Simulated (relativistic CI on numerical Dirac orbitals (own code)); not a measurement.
## Mn³⁺ in a cubic cluster: L2,3 absorption with charge transfer

Computed with a charge-transfer multiplet model of a cubic metal-ligand cluster with up to one ligand hole, Slater and spin-orbit integrals from Dirac-Coulomb-Breit ions, Slater integrals scaled by 0.8. The ground state mixes d4 with configurations of k ligand holes L, whose averages lie at kΔ + k(k − 1)U_dd/2; a core hole lowers each added d electron by U_cd. 300 K, Lorentzian 0.4 eV and Gaussian 0.3 eV FWHM.

Atomic integrals in eV (Slater integrals scaled, ζ unscaled), ground: F2dd 9.084, F4dd 5.682, zeta_d 0.043; with the core hole: F2dd 9.718, F4dd 6.082, zeta_d 0.060, zeta_core 6.788, F2cd 5.619, G1cd 4.209, G3cd 2.391.

Cluster parameters (eV): Δ = 4.1, U_dd = 6.8, 10Dq = 0.8, 10Dq(ligand) = 0.6, V(eg) = 1.35, V(t2g) = -0.7, final-state hopping factor = 1.

| Case | n_d | d4 | d5L | S |
| --- | --- | --- | --- | --- |
| U_cd = 8.1 eV | 4.23 | 0.77 | 0.23 | 2.00 |
| U_cd = 8.7 eV | 4.23 | 0.77 | 0.23 | 2.00 |
| U_cd = 9.3 eV | 4.23 | 0.77 | 0.23 | 2.00 |

Weights, n_d and S are thermal averages at 300 K. Photon energies count from the first peak over 30 % of the highest in each spectrum, which can be another peak from case to case. The parameters are a model scan and need not match a compound or its usual spin state. Peaks in eV (height, largest 100):
- U_cd = 8.1 eV: 0.0 (100), 0.8 (85), 2.9 (23), 7.0 (16), 8.4 (25), 9.4 (23), 11.8 (40)
- U_cd = 8.7 eV: 0.0 (100), 0.7 (80), 2.9 (25), 7.3 (16), 8.5 (25), 9.4 (23), 11.8 (39)
- U_cd = 9.3 eV: 0.0 (100), 2.9 (27), 7.5 (17), 8.7 (24), 9.5 (24), 9.8 (23), 11.8 (37)

For the case U_cd = 8.7 eV, Δ = 4.1 eV is smaller than U_dd = 6.8 eV, the charge-transfer side of the Zaanen-Sawatzky-Allen scheme. With the core hole the configuration with one ligand hole lies at Δ + U_dd − U_cd = 2.8, 2.2, 1.6 eV from the one without, in the order of the table; where this is negative the screened configuration lies lower, though the effective hopping of about 2.6 eV (from the holes of the mixed ground state) mixes the two strongly wherever it is as large as the gap.

With at most 1 ligand hole the space is cut while the next configuration still counts, so covalency is underestimated, and a final configuration with one more ligand hole, which can lie low, is missing from the spectra.
